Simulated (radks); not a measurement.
Isoelectronic series with 23 electrons, each ion in its NIST ground configuration. Method: scalar-relativistic Kohn-Sham, BLYP, spin-polarised, spherical densities, finite nucleus; open shells are filled with parallel spins first (spin-orbit coupling, left out, can overturn this in heavy ions); Fermi nuclear charge, rms radius of each element as measured or else 0.836 A^(1/3) + 0.57 fm; computed with a radial shooting solver on a logarithmic mesh with Libxc functionals. Total energies (hartree) and orbital eigenvalues (eV) (* marks an orbital that is empty in some or all of the ions):

ion    configuration  E (hartree)   3d down*      3d up    3p down      3p up    3s down
V       [Ar] 3d3 4s2   -949.34804    -3.5858    -5.7958   -42.0014   -44.6796   -68.0580
Mn2+        [Ar] 3d5  -1157.92312   -21.2716   -25.6767   -68.7751   -73.8117   -99.8548
Co4+        [Ar] 3d5  -1389.45246   -62.0555   -68.0946  -121.1136  -127.4528  -158.1829
Cu6+        [Ar] 3d5  -1643.80279  -117.2340  -124.7316  -187.8531  -195.3100  -231.4032
Ga8+        [Ar] 3d5  -1921.03936  -185.6660  -194.5358  -267.8759  -276.3616  -318.3179
As10+       [Ar] 3d5  -2221.28153  -266.9000  -277.0936  -360.7946  -370.2589  -418.5351
Br12+       [Ar] 3d5  -2544.67923  -360.7115  -372.1987  -466.4461  -476.8579  -531.9200
Rb14+       [Ar] 3d5  -2891.40521  -466.9740  -479.7346  -584.7616  -596.1007  -658.4509
Nb18+       [Ar] 3d5  -3655.62925  -716.5781  -731.8463  -859.3341  -872.4921  -951.1489
Tc20+       [Ar] 3d5  -4073.56728  -859.8455  -876.3544  -1015.629  -1029.686  -1117.503
Rh22+       [Ar] 3d5  -4515.71390  -1015.399  -1033.142  -1184.647  -1199.600  -1297.362
